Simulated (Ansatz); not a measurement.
Two isomers of CH8GeSSi: A = `[SiH3][CH2][GeH2][SH]`, B = `C[S][GeH2][SiH3]`.

Calculated with Ansatz (gas phase, PBE0-D4/def2-TZVP geometries, no zero-point term in ΔE). CCSD(T)/CBS adds triple-zeta CCSD(T) − MP2 to the extrapolated MP2 energy (def2 sets, frozen cores). DFT in def2-TZVPP. B3LYP here is the variant with VWN-RPA as its local correlation; programs differ in this. For Ge outer-core shells are correlated without core-valence functions, which leaves a few kJ/mol of doubt a bond. Scalar relativity is left out up to krypton. Each species was taken in one conformer, which may not be the lowest.

Problem. Which is lower in electronic energy at CCSD(T)/CBS, and by how much? (Estimate.)

Solution. The calculation gave: A, by 7.8 kcal/mol.

Problem. Give E(B) − E(A) in kcal/mol with ωB97M-V, PBE-D4, PBE0-D4, B2PLYP, B3LYP-D4, CCSD(T)/def2-TZVPP, B3LYP. (Estimate.)

Solution. Computed: ωB97M-V 8.1, PBE-D4 4.1, PBE0-D4 5.4, B2PLYP 7.0, B3LYP-D4 5.8, CCSD(T)/def2-TZVPP 8.5, B3LYP 5.3. None reverses the order clearly.

Largest T1 diagnostic: 0.011.

From PBE to PBE0 (25 % exact exchange), in def2-TZVPP and without D4, E(B) − E(A) moves by +1.4 kcal/mol.
